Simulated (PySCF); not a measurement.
C₆H₆O, SMILES C1=C[C@H]2C=C[C@@H]1O2. Atoms are numbered in the order given.

```xyz
13

C      0.6717     1.2493     0.5029
C     -0.6717     1.2493     0.5029
C     -1.0586     0.0000    -0.3378
C     -0.6717    -1.2493     0.5029
C      0.6717    -1.2493     0.5029
C      1.0586     0.0000    -0.3378
O      0.0000     0.0000    -1.3091
H      1.3713     1.9154     1.0231
H     -1.3713     1.9154     1.0231
H     -2.0541     0.0000    -0.8176
H     -1.3713    -1.9154     1.0231
H      1.3713    -1.9154     1.0231
H      2.0541     0.0000    -0.8176
```

Coordinates come from a PBE-D3(BJ)/def2-SVP optimisation. The structure was generated by enumeration; whether it is a known compound was not checked. One conformer was computed; it need not be the lowest.

These are PySCF with PBE0/pcSseg-1 values and carry that method's errors.

GIAO shieldings, no solvent; atoms alike by connectivity are averaged. δ = σ(ref) − σ: ¹³C against TMS (σ = 186.3 ppm); ¹⁷O against H2O (σ = 334.2 ppm); ¹H against TMS (σ = 31.56 ppm), references at their B3LYP-D3(BJ)/def2-TZVP geometries, non-relativistic.

```tsv
nucleus	atoms	count	δ (ppm)
¹³C	C1, C2, C4, C5	4	161.5
¹³C	C3, C6	2	89.8
¹⁷O	O7	1	242.9
¹H	H8, H9, H11, H12	4	7.83
¹H	H10, H13	2	5.63
```
